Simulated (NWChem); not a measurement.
Species: PbHSI, singlet; SMILES [SH][Pb][I]

```xyz
4

Pb     0.4638    -0.8755     0.0000
I     -0.0921     1.8990     0.0000
S     -1.9695    -1.6201     0.0000
H     -1.6384    -2.9332     0.0000
```
Atoms are numbered in this order, from 1.

All runs: NWChem. Low-valent species are run as closed-shell singlets; no triplet was tried in these runs. The geometry was optimised at PBE0/def2-SVP. No frequency run checked for a minimum. def2 effective core potentials on I, Pb; no spin-orbit coupling. Ions are spin-unrestricted doublets at the neutral geometry; other ion states weren't tried.

### Question
Predict the results for CAM-B3LYP/def2-SVP. Quantities: −ε(HOMO) (eV).

### Answer
The −ε(HOMO) (eV) is 8.09.
